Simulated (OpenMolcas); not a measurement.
# Ar+: thermal populations, worked from levels

* Program: OpenMolcas 26.06
* Basis: ANO-L-VTZP [5s4p2d1f]
* Scalar Hamiltonian: non-relativistic, point nucleus
* Active space: 7 electrons in 4 orbitals (3s 3p)
* State averaging: 2S+1 = 2 odd, 3 roots; 2S+1 = 2 even, 1 root
* Spin-orbit coupling: state interaction with AMFI integrals over the reference wave functions, term energies averaged over their components

Methods: CASSCF; SS-CASPT2, IPEA 0.25 Eh, imaginary shift 0.1 Eh (closed shells correlated: 2s 2p). Measured levels: NIST Handbook of Basic Atomic Spectroscopic Data.

**Thermal populations.** Z = Σ (2J + 1) exp(-E/kT) with k = 0.695035 cm-1/K, over the levels below. No other level of either list lies under 90000 cm-1, which is above 7 kT at each temperature.

```json
{"Level": "3s² 3p⁵ ²P°_3/2", "2J + 1": "4", "SS-CASPT2": "0.0", "measured": "0.0"}
{"Level": "3s² 3p⁵ ²P°_1/2", "2J + 1": "2", "SS-CASPT2": "1316", "measured": "1432"}
```

```
T (K)  Z, SS-CASPT2  Z, measured levels  Ground level (%), SS-CASPT2  Ground level (%), measured levels
 5000         5.370               5.325                         74.5                               75.1
 8000         5.578               5.546                         71.7                               72.1
12000         5.708               5.684                         70.1                               70.4
```

At 12000 K, kT = 8340 cm-1, and the computed levels give Z = 4.000 + 1.708 = 5.708.

Over all roots computed the reference weight is 0.87 to 0.95 in SS-CASPT2; the roots of lowest weight are the least certain, and an intruder state may touch them. Without dynamic correlation excited terms often stand tens of per cent too high (terms of higher spin than the ground term too low), and those without a measured partner can miss by more than the paired ones (holds for CASSCF). Measured partners are found by configuration, term and J. A level has none where our copy of the source lacks it or the pairing is in doubt (some pairs that miss far off the trend of their configuration count as doubtful), and it then counts in no deviation. Only configurations of the active space appear.

° marks odd parity.
